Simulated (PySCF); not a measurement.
BaF, SMILES [F][Ba], multiplicity 2.

Geometry: B3LYP-D3(BJ)/def2-TZVPD. The spin state was assumed, not searched. The def2 effective core potentials stand for the cores of Ba; spin–orbit coupling is left out.

Two levels are set side by side: PBE/def2-TZVPD (PySCF) and ωB97X/def2-TZVPD (PySCF). Same geometry, gas phase. Differences are taken from unrounded values.

```tsv
quantity	PBE
α-spin orbital gap (eV)	1.40
β-spin orbital gap (eV)	5.39
dipole moment (D)	3.19
mean polarisability (bohr³)	261.6
```

Task: These are the PBE values. What does ωB97X give? (The exact figures need the calculation; the answer reports its results.)

Result: 
| quantity | ωB97X | PBE minus ωB97X |
|---|---|---|
| α-spin orbital gap (eV) | 4.82 | -3.42 |
| β-spin orbital gap (eV) | 13.56 | -8.16 |
| dipole moment (D) | 2.77 | 0.43 |
| mean polarisability (bohr³) | 326.0 | -64.4 |

Rough cost on one machine, each run with all the roots and properties that it gave: ωB97X against PBE within a factor of 2.
